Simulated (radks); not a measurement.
Spherical jellium clusters: N electrons in a uniform positive sphere of charge N and radius rs N^(1/3), rs = 2.18 bohr. Calculated with a radial shooting solver with Libxc functionals: non-relativistic Kohn-Sham, exchange-only LDA, spin-polarised, spherical densities. Levels are named by radial order and angular momentum (1s, 1p, 1d, 2s, ...), and open shells are averaged over m.

N = 17, configuration 1s2 1p6 1d(up 5, down 3) 2s(up 1, down 0). This is the lowest configuration that the search found. Occupied and some empty levels:

| level | occupation | eigenvalue (eV) | <r> (bohr) |
|---|---|---|---|
| 1s up | 1 | -10.274 | 3.388 |
| 1s down | 1 | -9.5056 | 3.462 |
| 1p up | 3 | -7.2220 | 4.301 |
| 1p down | 3 | -6.5699 | 4.297 |
| 1d up | 5 | -3.8776 | 5.098 |
| 2s up | 1 | -3.3873 | 4.931 |
| 1d down | 3 | -3.2213 | 5.108 |
| 2s down | 0 | -2.5112 | 5.213 |
| 2p up | 0 | -0.71388 | 7.988 |
| 1f up | 0 | -0.53053 | 6.367 |
| 2p down | 0 | -0.29614 | 9.329 |

Energy (eV): total 8.69520, kinetic 83.550, external -1602.1, Hartree 766.46, exchange-correlation -80.941, background 841.77.
